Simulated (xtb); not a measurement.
xtb input file for C12H30O7Si2, SMILES CCO[Si](OCC)(OCC)O[Si](OCC)(OCC)OCC, GFN2-xTB. 

```
$ xtb mol.xyz --gfn 2 --sp --chrg 0 --uhf 0 --json
$ cat mol.xyz
51

C      2.46830821    -2.74199281    -0.41419504
C      2.14589486    -2.24188327    -1.81460578
O      2.10105079    -0.83118373    -1.88911852
Si     1.06655023     0.19357330    -1.16622463
O      1.86320819     1.22385049    -0.19997500
C      2.53878060     0.91299555     1.00104601
C      3.11233079     2.19047334     1.59481901
O      0.25977950     1.11103089    -2.22256323
C      0.82934478     1.93657775    -3.21218605
C     -0.28052456     2.55606637    -4.04688226
O     -0.07920067    -0.66868206    -0.42414803
Si    -1.00295206    -0.67493700     0.90242910
O     -2.54834583    -0.90527739     0.44812845
C     -3.08184046    -0.94010365    -0.86030772
C     -3.08267049     0.43075046    -1.52071287
O     -0.87562478     0.64887108     1.83086560
C     -1.12430630     1.98730405     1.45382985
C     -0.89180211     2.89305549     2.65362507
O     -0.39103383    -1.88755953     1.77714734
C     -0.79159941    -2.26982358     3.07151967
C     -2.19134082    -2.86223006     3.08424401
H      2.54475467    -3.82624153    -0.42010631
H      1.67910669    -2.44129788     0.26974838
H      3.41216832    -2.32188729    -0.07507740
H      2.92194774    -2.54928824    -2.52405918
H      1.18278830    -2.65051250    -2.13569743
H      1.83139514     0.44366815     1.69361051
H      3.34047843     0.19683885     0.78978166
H      3.82217658     2.63581201     0.90263032
H      2.31492576     2.90553075     1.77718323
H      3.61715591     1.96954698     2.53145798
H      1.42844063     2.71318768    -2.72593794
H      1.49580396     1.33469867    -3.83832154
H     -0.93299100     3.15079618    -3.41361497
H     -0.87213454     1.77356021    -4.51382138
H      0.14606643     3.19131194    -4.81825788
H     -4.10377338    -1.31976911    -0.75242385
H     -2.49984689    -1.63799447    -1.46931526
H     -2.05902450     0.77224171    -1.64886879
H     -3.62373133     1.14362860    -0.90289226
H     -3.56419687     0.36910864    -2.49334792
H     -0.45460558     2.25233468     0.62860080
H     -2.15766132     2.07796358     1.10163446
H     -1.05318315     3.93015432     2.37186218
H      0.12541880     2.77427701     3.01661821
H     -1.57600569     2.63057976     3.45643385
H     -0.75013652    -1.39633551     3.72964997
H     -0.05722435    -3.00834748     3.40999853
H     -2.23085013    -3.73329703     2.43604436
H     -2.89419562    -2.12389621     2.71088298
H     -2.46555765    -3.15281570     4.09488569
```

Log of the run:

```
[banner left out]
          |                Calculation Setup                |
           -------------------------------------------------



           -------------------------------------------------
          |                 G F N 2 - x T B                 |
           -------------------------------------------------

        Reference                      10.1021/acs.jctc.8b01176
      * Hamiltonian:
        H0-scaling (s, p, d)           1.850000    2.230000    2.230000
        zeta-weighting                 0.500000
      * Dispersion:
        s8                             2.700000
        a1                             0.520000
        a2                             5.000000
        s9                             5.000000
      * Repulsion:
        kExp                           1.500000    1.000000
        rExp                           1.000000
      * Coulomb:
        alpha                          2.000000
        third order                    shell-resolved
        anisotropic                    true
        a3                             3.000000
        a5                             4.000000
        cn-shift                       1.200000
        cn-exp                         4.000000
        max-rad                        5.000000


          ...................................................
          :                      SETUP                      :
          :.................................................:
          :  # basis functions                 126          :
          :  # atomic orbitals                 124          :
          :  # shells                           74          :
          :  # electrons                       128          :
          :  max. iterations                   250          :
          :  Hamiltonian                  GFN2-xTB          :
          :  restarted?                      false          :
          :  GBSA solvation                  false          :
[...]
         :: -> isotropic ES            0.195547794290 Eh    ::
         :: -> anisotropic ES         -0.012391195259 Eh    ::
         :: -> anisotropic XC          0.015899388785 Eh    ::
         :: -> dispersion             -0.047663589191 Eh    ::
         :: repulsion energy           0.747567130675 Eh    ::
         :: add. restraining           0.000000000000 Eh    ::
         :: total charge               0.000000000000 e     ::
         :::::::::::::::::::::::::::::::::::::::::::::::::::::

           -------------------------------------------------
          |                Property Printout                |
           -------------------------------------------------

    * Orbital Energies and Occupations

         #    Occupation            Energy/Eh            Energy/eV
      -------------------------------------------------------------
         1        2.0000           -0.8223749             -22.3780
       ...           ...                  ...                  ...
        52        2.0000           -0.4511056             -12.2752
        53        2.0000           -0.4351716             -11.8416
        54        2.0000           -0.4339182             -11.8075
        55        2.0000           -0.4328037             -11.7772
        56        2.0000           -0.4279818             -11.6460
        57        2.0000           -0.4221539             -11.4874
        58        2.0000           -0.4195830             -11.4174
        59        2.0000           -0.4130263             -11.2390
        60        2.0000           -0.4121191             -11.2143
        61        2.0000           -0.4084186             -11.1136
        62        2.0000           -0.4074108             -11.0862
        63        2.0000           -0.4038053             -10.9881
        64        2.0000           -0.4020832             -10.9412 (HOMO)
        65                         -0.1112217              -3.0265 (LUMO)
        66                         -0.0833205              -2.2673
        67                         -0.0748726              -2.0374
        68                         -0.0585940              -1.5944
        69                         -0.0394269              -1.0729
        70                         -0.0325951              -0.8870
        71                          0.0270690               0.7366
        72                          0.0475606               1.2942
        73                          0.0531247               1.4456
        74                          0.0747246               2.0334
        75                          0.0874910               2.3808
       ...                                ...                  ...
       124                          0.9860728              26.8324
      -------------------------------------------------------------
                  HL-Gap            0.2908615 Eh            7.9147 eV
             Fermi-level           -0.2566525 Eh           -6.9839 eV

     #   Z          covCN         q      C6AA      α(0)
     1   6 C        3.750    -0.127    22.995     6.839
     2   6 C        3.724     0.081    19.329     6.278
     3   8 O        1.620    -0.365    20.195     6.065
     4  14 Si       3.408     0.742    99.942    19.646
     5   8 O        1.620    -0.364    20.187     6.064
     6   6 C        3.736     0.082    19.293     6.268
     7   6 C        3.751    -0.116    22.783     6.807
     8   8 O        1.621    -0.372    20.334     6.086
     9   6 C        3.747     0.083    19.256     6.259
    10   6 C        3.751    -0.118    22.829     6.814
    11   8 O        1.540    -0.462    22.182     6.353
    12  14 Si       3.405     0.745   100.058    19.669
    13   8 O        1.620    -0.361    20.135     6.057
    14   6 C        3.725     0.080    19.345     6.280
    15   6 C        3.750    -0.127    23.011     6.841
    16   8 O        1.620    -0.365    20.208     6.068
    17   6 C        3.734     0.082    19.308     6.271
    18   6 C        3.751    -0.116    22.776     6.806
    19   8 O        1.620    -0.368    20.265     6.076
    20   6 C        3.746     0.079    19.333     6.272
    21   6 C        3.751    -0.126    22.976     6.836
    22   1 H        0.925     0.048     2.344     2.394
    23   1 H        0.925     0.062     2.174     2.306
    24   1 H        0.925     0.047     2.358     2.401
    25   1 H        0.924     0.049     2.335     2.390
    26   1 H        0.924     0.038     2.475     2.460
    27   1 H        0.924     0.038     2.469     2.457
    28   1 H        0.924     0.034     2.530     2.487
    29   1 H        0.925     0.056     2.252     2.347
    30   1 H        0.925     0.056     2.245     2.343
    31   1 H        0.925     0.047     2.363     2.404
    32   1 H        0.924     0.034     2.535     2.490
    33   1 H        0.924     0.031     2.575     2.509
    34   1 H        0.925     0.056     2.245     2.343
    35   1 H        0.925     0.057     2.235     2.338
    36   1 H        0.925     0.049     2.333     2.389
    37   1 H        0.924     0.048     2.341     2.393
    38   1 H        0.924     0.038     2.481     2.463
    39   1 H        0.925     0.064     2.153     2.295
    40   1 H        0.925     0.047     2.361     2.403
    41   1 H        0.925     0.047     2.361     2.403
    42   1 H        0.924     0.040     2.447     2.446
    43   1 H        0.924     0.034     2.525     2.485
    44   1 H        0.925     0.046     2.366     2.405
    45   1 H        0.925     0.055     2.253     2.347
    46   1 H        0.925     0.055     2.260     2.351
    47   1 H        0.924     0.033     2.539     2.492
    48   1 H        0.924     0.047     2.358     2.401
    49   1 H        0.925     0.054     2.276     2.359
    50   1 H        0.925     0.055     2.255     2.348
    51   1 H        0.925     0.048     2.341     2.393

 Mol. C6AA /au·bohr⁶  :      23017.089360
 Mol. C8AA /au·bohr⁸  :     578147.403223
 Mol. α(0) /au        :        232.700921


Wiberg/Mayer (AO) data.
largest (>0.10) Wiberg bond orders for each atom

 ---------------------------------------------------------------------------
     #   Z sym  total        # sym  WBO       # sym  WBO       # sym  WBO
 ---------------------------------------------------------------------------
     1   6 C    3.992 --     2 C    1.016    24 H    0.986    23 H    0.984
                            22 H    0.984
     2   6 C    3.936 --     1 C    1.016    26 H    0.977    25 H    0.972
                             3 O    0.963
     3   8 O    2.258 --     4 Si   1.109     2 C    0.963
     4  14 Si   4.338 --     5 O    1.113     3 O    1.109     8 O    1.092
                            11 O    1.021
     5   8 O    2.263 --     4 Si   1.113     6 C    0.965
     6   6 C    3.936 --     7 C    1.016    28 H    0.975    27 H    0.974
                             5 O    0.965
     7   6 C    3.994 --     6 C    1.016    29 H    0.986    31 H    0.985
                            30 H    0.984
     8   8 O    2.248 --     4 Si   1.092     9 C    0.970
     9   6 C    3.937 --    10 C    1.016    33 H    0.979    32 H    0.977
                             8 O    0.970
    10   6 C    3.993 --     9 C    1.016    34 H    0.986    35 H    0.986
                            36 H    0.985
    11   8 O    2.289 --     4 Si   1.021    12 Si   1.007
    12  14 Si   4.327 --    16 O    1.113    13 O    1.108    19 O    1.098
                            11 O    1.007
    13   8 O    2.261 --    12 Si   1.108    14 C    0.963
    14   6 C    3.936 --    15 C    1.016    38 H    0.978    37 H    0.972
                            13 O    0.963
    15   6 C    3.992 --    14 C    1.016    40 H    0.986    41 H    0.984
                            39 H    0.982
    16   8 O    2.262 --    12 Si   1.113    17 C    0.965
    17   6 C    3.936 --    18 C    1.016    43 H    0.975    42 H    0.973
                            16 O    0.965
    18   6 C    3.994 --    17 C    1.016    46 H    0.986    44 H    0.985
                            45 H    0.984
    19   8 O    2.256 --    12 Si   1.098    20 C    0.973
    20   6 C    3.937 --    21 C    1.016    47 H    0.979    19 O    0.973
                            48 H    0.972
    21   6 C    3.993 --    20 C    1.016    50 H    0.988    49 H    0.987
                            51 H    0.984
    22   1 H    0.997 --     1 C    0.984
    23   1 H    0.996 --     1 C    0.984
    24   1 H    0.998 --     1 C    0.986
    25   1 H    0.998 --     2 C    0.972
    26   1 H    0.999 --     2 C    0.977
    27   1 H    0.999 --     6 C    0.974
    28   1 H    0.999 --     6 C    0.975
    29   1 H    0.997 --     7 C    0.986
    30   1 H    0.997 --     7 C    0.984
    31   1 H    0.997 --     7 C    0.985
    32   1 H    0.999 --     9 C    0.977
    33   1 H    0.999 --     9 C    0.979
    34   1 H    0.997 --    10 C    0.986
    35   1 H    0.997 --    10 C    0.986
    36   1 H    0.997 --    10 C    0.985
    37   1 H    0.998 --    14 C    0.972
    38   1 H    0.999 --    14 C    0.978
    39   1 H    0.996 --    15 C    0.982
    40   1 H    0.998 --    15 C    0.986
    41   1 H    0.997 --    15 C    0.984
    42   1 H    0.998 --    17 C    0.973
    43   1 H    0.999 --    17 C    0.975
    44   1 H    0.997 --    18 C    0.985
    45   1 H    0.997 --    18 C    0.984
    46   1 H    0.997 --    18 C    0.986
    47   1 H    0.999 --    20 C    0.979
    48   1 H    0.997 --    20 C    0.972
    49   1 H    0.997 --    21 C    0.987
    50   1 H    0.997 --    21 C    0.988
    51   1 H    0.997 --    21 C    0.984
 ---------------------------------------------------------------------------

Topologies differ in total number of bonds
Writing topology from bond orders to xtbtopo.mol
Note: The following floating-point exceptions are signalling: IEEE_UNDERFLOW_FLAG IEEE_DENORMAL
normal termination of xtb

molecular dipole:
                 x           y           z       tot (Debye)
 q only:       -0.060       0.386       0.191
   full:       -0.009       0.270       0.109       0.742
molecular quadrupole (traceless):
                xx          xy          yy          xz          yz          zz
 q only:       -3.774      -1.267       2.079       4.503      -1.578       1.695
  q+dip:        0.696      -2.518       0.769       3.089       2.306      -1.465
   full:       -2.540      -1.706       1.276       3.240      -0.870       1.264


           -------------------------------------------------
          | TOTAL ENERGY              -73.322925131966 Eh   |
          | GRADIENT NORM               0.000303745112 Eh/α |
          | HOMO-LUMO GAP               7.914744370386 eV   |
           -------------------------------------------------

------------------------------------------------------------------------
------------------------------------------------------------------------
 total:
 SCF:
```

The calculation finished and met its thresholds.
